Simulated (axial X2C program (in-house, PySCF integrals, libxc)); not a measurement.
Spin–orbit effects down a group: molecules with Se (ions), PBE0

Computed with an in-house relativistic program for diatomic molecules, spin-free (one-electron X2C) or two-component (2c: spin–orbit coupling with atomic mean-field Coulomb and Gaunt terms, which also bring small scalar terms), in Dyall basis sets with cores contracted in-house; open shells are unrestricted.

Basis sets: H dyall-av3z, Li dyall-av3z, Na dyall-av3z, Se dyall-acv3z.

```json
{"molecule": "SeH⁻", "spin-free state": "M_S = 0, Λ = 0", "Re (Å)": "1.471", "ωe (cm⁻¹)": "2373.1", "De (eV)": "3.52", "2c state": "Ω = 0", "Re 2c (Å)": "1.472", "ωe 2c (cm⁻¹)": "2367.7", "De 2c (eV)": "3.48"}
{"molecule": "LiSe⁻", "spin-free state": "M_S = 0, Λ = 0", "Re (Å)": "2.175", "ωe (cm⁻¹)": "572.0", "De (eV)": "2.15", "2c state": "Ω = 0", "Re 2c (Å)": "2.176", "ωe 2c (cm⁻¹)": "569.2", "De 2c (eV)": "2.12"}
{"molecule": "NaSe⁻", "spin-free state": "M_S = 0, Λ = 0", "Re (Å)": "2.517", "ωe (cm⁻¹)": "291.3", "De (eV)": "1.43", "2c state": "Ω = 0", "Re 2c (Å)": "2.522", "ωe 2c (cm⁻¹)": "287.0", "De 2c (eV)": "1.41"}
```

Question: Work out the shifts from the spin-free to the two-component result.

Answer: 

```csv
molecule,2c state,ΔRe (Å),Δωe (cm⁻¹),ΔDe (eV)
SeH⁻,Ω = 0,0.001,-5.4,-0.04
LiSe⁻,Ω = 0,0.001,-2.8,-0.03
NaSe⁻,Ω = 0,0.005,-4.3,-0.02
```

Shifts of one unit in the last digit are rounding.

Fragments in 2c: Se- + H, Se- + Li, Se- + Na. Each entry is the lowest single determinant of a limited PBE0 search at one distance. De goes to single-determinant-based atoms at the same level (for ions the charge split of lowest energy) and is withheld (n/a) where an atom does not fit its ground term or J level. Main or longest-lived isotopes. One determinant is a doubtful description, or other states lie close, for NaSe⁻; these need not be ground states, and all values refer to the states named. The functionals have no current term, which raises determinants with orbital currents.
